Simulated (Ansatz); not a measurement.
Stretching the Te1–H2 bond in FHTe (SMILES F[TeH]) (multiplicity 1 held, fragments rigid). Energies count from the point at 1.668 Å.
Geometry at that point (charge 0, multiplicity 1):
```xyz
3

Te     0.18519    -0.06058     0.20051
H      1.31186    -0.30942    -1.00397
F     -1.21573     0.38440    -1.04697
```

Restricted levels (R-, RO-) in cc, def2 and unpolarised 6-31G sets keep to the state of the molecule at rest. Unrestricted levels (U-) break spin symmetry where that is lower. Levels need not reach the same state.

Correlated levels freeze the cores. Filled d and f shells under p-block atoms count as core.

Run with Ansatz (an electronic-structure program). Values without a source in brackets are computed. In def2 rows elements past Kr take small-core potentials, without spin–orbit coupling.

Q: One of these levels gives 306.0 kJ/mol for the energy at R = 5.337 Å. Name it.
(A) R-MP2/def2-SVP
(B) U-HF/def2-SVP
(C) U-CCSD/def2-SVP

A: A, R-MP2/def2-SVP. The others give 199.2 (U-HF/def2-SVP), 273.5 (U-CCSD/def2-SVP)

Doubts at one or more of the structures used: a spin-contaminated determinant (U-HF/def2-SVP, U-CCSD/def2-SVP); a restricted determinant that unrestricted orbitals would lower (R-MP2/def2-SVP).
